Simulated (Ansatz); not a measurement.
Abridged output of a molecular run in Ansatz:

```
Functional definition: HF
1725 factors; integrals over basis functions are off by at most 8.5e-4 eV
mean field evaluation 1: about -37637.3536 eV, gradient 7.9e1 eV
mean field evaluation 2: about -37637.6778 eV, gradient 7.9e1 eV
mean field evaluation 4: about -37648.6864 eV, gradient 5.6e0 eV
mean field evaluation 8: about -37648.8092 eV, gradient 1.1e0 eV
mean field -37648.81297258 eV, -1383.5683574603 hartree, gradient 9.2e-6 eV, S^2 0.000000; 0 other end points of the search recorded, 0 dependent functions left out
14 core orbitals not correlated: weight in the atoms' cores, before any rotation towards them, 1.000 or more for the frozen orbitals, at most 0.000 for the correlated occupied ones
reference -37648.81297258 eV, -1383.5683574603 hartree; 28, 28 occupied and 222, 222 virtual orbitals, 1725 factors
second order -51.55814052 eV of doubles, -0.00000000 eV of singles
cycle   1  -48.72808959 eV  change     2.8e0 eV  update   2.9e-1
cycle   2  -50.50620807 eV  change    -1.8e0 eV  update   1.8e-1
cycle   3  -50.90860746 eV  change   -4.0e-1 eV  update   4.9e-2
cycle   4  -50.87664259 eV  change    3.2e-2 eV  update   1.9e-2
cycle   5  -50.84786155 eV  change    2.9e-2 eV  update   5.6e-3
cycle   6  -50.84972869 eV  change   -1.9e-3 eV  update   2.1e-3
cycle   7  -50.85094707 eV  change   -1.2e-3 eV  update   7.6e-4
cycle   8  -50.85062073 eV  change    3.3e-4 eV  update   3.4e-4
cycle   9  -50.85052000 eV  change    1.0e-4 eV  update   1.3e-4
cycle  10  -50.85084372 eV  change   -3.2e-4 eV  update   7.0e-5
cycle  11  -50.85069685 eV  change    1.5e-4 eV  update   3.8e-5
cycle  12  -50.85060380 eV  change    9.3e-5 eV  update   1.6e-5
cycle  13  -50.85064460 eV  change   -4.1e-5 eV  update   6.1e-6
perturbative correction -2.41839897 eV, -0.0888745229 hartree
Total energy: -37702.08201615 eV, -1385.5259587043 hartree
```

Its atoms:

```xyz
7

F     0.183   -0.081   -1.829
W    -0.037   -0.027   -0.005
F    -0.348   -0.037    1.806
F    -1.846    0.233   -0.273
F    -0.391   -1.839   -0.035
Cl    2.159   -0.463    0.321
Cl    0.279    2.214    0.014
```

(1) Which basis set was used?
A. def2-TZVPP
B. def2-SVPD
C. cc-pV(Q+d)Z
D. def2-QZVPP

(2) Write the keys of the input that set method, charge and spin (a neutral closed shell needs none for the last two).

## Answers

(1) A. It gives 264 functions.

(2) 
```yaml
correlation: {method: ccsd_t}
```
